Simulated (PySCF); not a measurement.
Molecule: `FC(F)(F)SC1CCC1`, C5H7F3S.

Geometry (Å), atoms numbered from 1 in this order:
```xyz
16

F     2.7662    0.9638   -0.6210
C     2.6417   -0.1133    0.1628
F     3.8024   -0.7569    0.1489
F     2.4503    0.3454    1.4045
S     1.2944   -1.2013   -0.3857
C    -0.0542    0.0354   -0.2958
C    -0.5924    0.3735    1.0983
C    -2.0178    0.1401    0.5734
C    -1.4308   -0.5056   -0.6924
H     0.2656    0.8979   -0.8791
H    -0.2940   -0.3566    1.8475
H    -0.3591    1.3714    1.4622
H    -2.5475    1.0667    0.3663
H    -2.6469   -0.5022    1.1833
H    -1.4694   -1.5922   -0.6675
H    -1.8161   -0.1571   -1.6472
```

Frames of a GFN2-xTB Langevin trajectory at 300 K; GIAO PBE0/pcSseg-1 shieldings in PySCF 2.14.0 with density-fitted response routines, gas phase, non-relativistic; equivalent atoms averaged within each frame.

Referencing at the same level of theory: 19F (170.95 ppm) vs CFCl3; 13C (186.93 ppm) and 1H (31.72 ppm) vs TMS; CS2 for 33S (503.73 ppm). The references are static minima.

How do the shifts (ppm) fluctuate along the trajectory?

Results:


```csv
time (fs),F1/F3/F4,C2,C6,C7/C9,C8,S5,H10,H12/H16,H11/H15,H13
250,-37.1,148.2,44.1,29.4,17.3,160,5.67,3.34,2.25,1.96
425,-29.0,148.0,41.8,31.1,15.7,123,4.04,3.49,2.51,1.16
625,-51.7,141.4,42.1,26.6,20.6,109,5.29,3.03,2.31,2.10
800,-30.7,152.2,42.2,35.1,22.5,186,4.10,2.81,3.02,2.80
1000,-38.9,144.7,46.7,28.2,19.9,161,4.38,2.27,2.60,3.14
mean of frames,-37.5,146.9,43.4,30.1,19.2,148,4.70,2.98,2.54,2.23
standard deviation,9.0,4.0,2.1,3.3,2.7,31,0.74,0.48,0.31,0.77
```

5 frames give an uncertainty of the mean of about the standard deviation over 2.2 at best, since frames this close in time may not be independent; classical motion lacks zero-point vibration, and the reference would need the same averaging.
